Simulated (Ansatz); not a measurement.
BHBrF₃, closed shell: a trajectory.

The input file, in.yaml:

```yaml
crystal:
  periodic: [false, false, false]
  atoms:
    - {symbol: B, position_ang: [-0.857287, -0.204714, 0.189213]}
    - {symbol: Br, position_ang: [-0.048335, 0.052622, 1.912388]}
    - {symbol: F, position_ang: [-0.910150, -1.403010, -0.328816]}
    - {symbol: F, position_ang: [-1.451808, 0.796709, -0.403034]}
    - {symbol: H, position_ang: [1.915209, 0.460534, -0.328038]}
    - {symbol: F, position_ang: [1.352370, 0.297860, -1.041712]}
basis:
  gaussian: {orbitals: def2-SVP}
hamiltonian: {xc: pbe0, dispersion: d4}
md: {n_steps: 30, timestep: 1.0, temperature: 300, ensemble: npt_langevin, seed: 915, pressure: 1.0, initial_velocities: maxwell_boltzmann}
```

Launched with

```bash
ansatz run in.yaml --threads 4 --pin off --events-out ev --progress --plain --max-ram 9574MiB
```

The run's output (Ansatz 0.2.0):

```
Error: invalid value for `basis.gaussian`: such a run doesn't read md.pressure; remove what it names
```

The run took about 0.05 s on 4 CPU threads of an Arm Neoverse V2 (shared host).


The program refused the input. A pressure has no meaning for a molecule without a cell.